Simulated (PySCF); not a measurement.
La⁺: ionisation energy

La⁺ [Xe] 5d2 (3F) → La²⁺ [Xe] 5d1 (2D), as a difference of total energies. Calculation: PySCF 2.14, in x2c-TZVPPall (11s7p7d3f1g, 97 functions); the spin-free X2C one-electron Hamiltonian (Gaussian nucleus). Correlated levels: valence: [Kr] 4d10 frozen. The calculations carry no spin-orbit coupling.

```json
{"method": "UHF", "ionisation energy (eV)": "10.425", "plus first-order spin-orbit estimate": "10.434", "error of that sum (eV)": "-0.751"}
{"method": "MP2 (valence)", "ionisation energy (eV)": "10.897", "plus first-order spin-orbit estimate": "10.907", "error of that sum (eV)": "-0.278"}
{"method": "SCS-MP2 (valence)", "ionisation energy (eV)": "10.799", "plus first-order spin-orbit estimate": "10.809", "error of that sum (eV)": "-0.376"}
{"method": "CCSD (valence)", "ionisation energy (eV)": "10.926", "plus first-order spin-orbit estimate": "10.936", "error of that sum (eV)": "-0.249"}
{"method": "CCSD(T) (valence)", "ionisation energy (eV)": "10.953", "plus first-order spin-orbit estimate": "10.963", "error of that sum (eV)": "-0.222"}
```

Reference: 11.185 eV (measured; NIST Atomic Spectra Database, ionization energies).

A first-order spin-orbit estimate (lowest level to lowest level, LS coupling) adds 0.010 eV.

Errors of the correlated levels include the incompleteness of this basis and the frozen core.
